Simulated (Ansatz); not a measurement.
Ag₂Se⁻ (the lowest doublet isomer of a short search) was relaxed with r2SCAN-D4 (def2-TZVPD) in Ansatz in these states: charge -1 doublet, charge -1 quartet. The geometries follow in no particular order.

In the def2 sets Ag takes a core potential; there is no spin–orbit coupling.

A:

```tsv
atom	x (Å)	y (Å)	z (Å)
Ag1	0.000	-1.276	-0.845
Ag2	-0.857	0.252	1.243
Se3	0.857	1.024	-0.398
```

B:

```csv
atom,x (Å),y (Å),z (Å)
Ag1,0.174,-1.075,1.210
Ag2,-1.181,1.100,-0.215
Se3,1.007,-0.025,-0.996
```

Judge from the bond lengths which geometry belongs to which state (an estimate).

A is the charge -1 doublet (Ag1–Ag2 2.726 Å, Ag1–Se3 2.495 Å, Ag2–Se3 2.495 Å); B is the charge -1 quartet (Ag1–Ag2 2.932 Å, Ag1–Se3 2.581 Å, Ag2–Se3 2.581 Å).

At r2SCAN-D4/def2-TZVPD the highest occupied level of the charge -1 doublet lies above zero (up to 0.40 eV). By energy differences its removal costs 1.53 eV (vertical, to the charge 0 singlet, at r2SCAN-D4/def2-TZVPD); a positive level beside a positive removal energy at the same level points to self-interaction error. At r2SCAN-D4/def2-TZVPD the highest occupied level of the charge -1 quartet lies above zero (up to 0.56 eV). It is a level of α spin, whose loss leaves a triplet; that state wasn't run at this geometry and level. The electron is either unbound and held by the finite basis, or the level is raised by self-interaction error. At PBE0-D4/def2-TZVPD a doublet lies 1.42 eV below the charge -1 quartet. These are the stationary points nearest to one start from a short search; other shapes may lie lower in each state.
